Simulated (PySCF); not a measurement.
Predicted microwave data (CAM-B3LYP/def2-SVPD in PySCF (dipole) on a GFN2-xTB geometry, gas phase) for one isomer of C4H7N3:

| Item | Value |
| --- | --- |
| Rotational constants | A = 7135, B = 1996, C = 1767 MHz |
| Dipole components | \|μa\| = 6.29 D, \|μb\| = 0.00 D, \|μc\| = 1.34 D |
| Inertial defect | -37.94 u·Å² |
| κ | -0.91 |

Problem. Which structure is it? (One computed conformer of each.)
A. `CC1=C(C)NN=N1`
B. `[CH3:1][CH2:2][n:3]1[cH:4][n:5][n:6][cH:7]1` with C1–C2–N3–C4 -88°
C. `CC1=CN=NN1C`
D. `Cc1nncn1C`

Solution. B. It is CCn1cnnc1, a near-prolate asymmetric top, point group Cs. The candidates at the same level (rigid rotor, commonest isotopes):

| SMILES | A (MHz) | B (MHz) | C (MHz) | μa (D) | μb (D) | μc (D) | Δ (u·Å²) | point group | rotor |
| --- | --- | --- | --- | --- | --- | --- | --- | --- | --- |
| Cc1cnnn1C | 4034 | 3373 | 1880 | 5.16 | 0.60 | 0.00 | -6.33 | Cs | asymmetric top |
| Cc1nn[nH]c1C | 3580 | 3465 | 1800 | 3.31 | 3.61 | 0.00 | -6.29 | Cs | asymmetric top |
| CCn1cnnc1 | 7135 | 1996 | 1767 | 6.29 | 0.00 | 1.34 | -37.94 | Cs | near-prolate asymmetric top |
| Cc1nncn1C | 3994 | 3411 | 1883 | 5.35 | 3.27 | 0.00 | -6.33 | Cs | asymmetric top |

`Cc1nncn1C` has B 71 % too high; `Cc1nn[nH]c1C` has B 74 % too high; `Cc1cnnn1C` has B 69 % too high. In the right answer the mirror of this Cs structure is the ac plane, so μb vanishes by symmetry (the 0.01 D computed is a residue). No structure here is proved a minimum.
